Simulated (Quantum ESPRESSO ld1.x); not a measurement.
Question: Te2+, configuration [Kr] 4d10 5s2 5p1.75 6s0.25 (fractional occupations, a model configuration). Calculated with ld1.x of Quantum ESPRESSO 7.5: Dirac Kohn-Sham, relativistic LDA (MacDonald-Vosko exchange, VWN5 correlation), spin-unpolarised, spherical densities, point nucleus; open shells are shared between the two j in proportion to 2j + 1. Some entries of the table are withheld. Estimate them.

orbital,occ.,eigenvalue (eV),<1/r> (bohr^-1),<r^2> (bohr^2)
1s1/2,2,-31442.5,55.37,0.001056
2s1/2,2,-4844.51,12.90,0.01698
2p1/2,2,-4546.52,12.89,0.01256
2p3/2,4,-4274.63,11.93,0.01385
3s1/2,2,-980.722,4.587,0.1193
3p1/2,2,-857.129,4.502,0.1139
3p3/2,4,-806.429,4.266,0.1221
3d3/2,4,(1),4.122,0.1032
3d5/2,6,(2),4.061,0.1056
4s1/2,2,-184.003,1.837,0.6632
4p1/2,2,-141.330,1.726,0.7340
4p3/2,4,-131.582,1.648,0.7878
4d3/2,4,-63.1341,1.386,1.086
4d5/2,6,-61.6512,1.366,1.113
5s1/2,2,-33.8992,0.6654,(3)
5p1/2,0.583333,-24.1427,0.5708,5.793
5p3/2,1.16667,-23.0214,0.5487,6.209
6s1/2,0.25,-11.1057,0.2862,22.65

Answer: 
(1) 3d3/2 eigenvalue (eV): -586.565
(2) 3d5/2 eigenvalue (eV): -575.909
(3) 5s1/2 <r^2> (bohr^2): 4.332
